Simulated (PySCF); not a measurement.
## MoF4: from structure and modes to constants

These are results of UPBE0 in PySCF with Mo def2-SVP with ECP28, F def2-SVP; scalar-relativistic core potentials, no spin–orbit coupling; density-fitted integrals, not measurements.

The triplet minimum has Td symmetry. Masses (u): Mo 97.90541, F 18.99840.

```xyz
5
charge 0 multiplicity 3, angstrom
Mo    0.0000    0.0000    0.0000
F    -0.0045   -1.0658    1.5073
F     1.5118    1.0594    0.0000
F    -0.0045   -1.0658   -1.5073
F    -1.5028    1.0722    0.0000
```

Harmonic wavenumbers (cm⁻¹): 84.4 (t2, ×3), 114.7 (e, ×2), 705.0 (t2, ×3), 715.8 (a1, ×1).

Q: Find the principal moments of inertia and the rotational constants. What kind of rotor is it?

A: About the centre of mass I = 172.66, 172.66, 172.66 u Å². With B = 16.8576/I this gives 0.09764, 0.09764, 0.09764 cm⁻¹. The molecule is a spherical top.

Q: What is the harmonic zero-point energy?

A: Half the sum of all 9 wavenumbers, 3314/2 = 1657 cm⁻¹, which is 19.8 kJ/mol (1 cm⁻¹ = 0.0119627 kJ/mol).

Q: Find the vibrational entropy and heat capacity at 298.15 K.

A: With u = 1.43878 ω/T, each mode gives S = R[u/(eᵘ−1) − ln(1−e⁻ᵘ)] and C = R u² eᵘ/(eᵘ−1)².
| ω (cm⁻¹) | u | S (J/(mol K)) | C (J/(mol K)) |
| --- | --- | --- | --- |
| 84.4 (×3) | 0.407 | 15.84 | 8.20 |
| 114.7 (×2) | 0.554 | 13.34 | 8.11 |
| 705.0 (×3) | 3.402 | 1.26 | 3.43 |
| 715.8 | 3.454 | 1.20 | 3.34 |
The sums over all modes are S = 79.2 and C = 54.4 J/(mol K); the softest mode gives 20 % of the entropy (each member, where degenerate).

Q: Give the standard entropy (298.15 K, 1 bar) by its translational, rotational, vibrational and spin parts, and Cp.

A: Sackur–Tetrode with M = 173.90 u gives 173.2; rotation with symmetry number 12 gives 92.1; vibration 79.2; spin R ln 3 = 9.1. The total is 353.6 J/(mol K), and Cp = 4 R + 54.4 = 87.7 J/(mol K).

This need not be the most stable arrangement of these atoms. With open d or f shells other occupations or spin states may lie lower.
